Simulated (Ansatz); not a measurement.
Consider the substitution at a C–C bond: `FC(F)C[SiH3]` + `N[SiH3]` → `FC(F)N[SiH3]` + `C[SiH3]`.

Gas-phase electronic energies from Ansatz, PBE0-D4/def2-TZVP geometries. CBS: MP2 limit from def2 TZ/QZ plus the TZ coupled-cluster correction, frozen cores. This one scheme is used for every species. DFT in def2-TZVPP. B3LYP here is the variant with VWN-RPA as its local correlation; programs differ in this. One conformer a species, not always the lowest.

Problem. Is it downhill or uphill in electronic energy at CCSD(T)/CBS, and by how much? (An estimate is asked.)

Solution. Computed: Nearly level: ΔE = -0.5 kcal/mol.

Problem. What do these levels give: PBE-D4, r2SCAN-D4, PBE0-D4, B2PLYP, PBE, r2SCAN, B3LYP, MP2/def2-TZVPP, SCS-MP2/def2-TZVPP, HF/def2-QZVPP, MP2/def2-QZVPP, CCSD/CBS(def2)? (An estimate is asked.)

Solution. Computed: PBE-D4 -1.8, r2SCAN-D4 -1.9, PBE0-D4 -1.7, B2PLYP -1.6, PBE -1.7, r2SCAN -1.9, B3LYP -1.8, MP2/def2-TZVPP -1.1, SCS-MP2/def2-TZVPP -1.1, HF/def2-QZVPP -2.0, MP2/def2-QZVPP -0.7, CCSD/CBS(def2) -0.4 kcal/mol.

Largest T1 diagnostic among the species: 0.012.

In def2-TZVPP, CCSD(T) changes the Hartree–Fock value by +0.9 kcal/mol (the triples alone add −0.0 kcal/mol) and MP2 by +1.0 kcal/mol.
